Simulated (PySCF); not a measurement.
Stepwise substitution at one centre (Ga F-Br). Gas-phase values, no solvent. Strings in code marks are SMILES.

The four lowest singlet excitations (Tamm–Dancoff). Level of theory: PySCF with B3LYP-D3(BJ)/def2-TZVP // PBE0-D4/def2-TZVP. B3LYP has the VWN-RPA correlation part, as in Gaussian. Excitations are Tamm–Dancoff values on a coarser integration grid. The basis has no diffuse functions, so Rydberg states are missing or too high.

```csv
state,energy (eV),wavelength (nm),oscillator strength
S1,4.90,253,0.000
S2,5.18,239,0.000
S3,5.18,239,0.000
S4,5.33,233,0.037
```

Name which member gives these states.
A) `[F][Ga]([Br])[Br]`
B) `[F][Ga]([F])[F]`
C) `[Br][Ga]([Br])[Br]`

C, `[Br][Ga]([Br])[Br]`
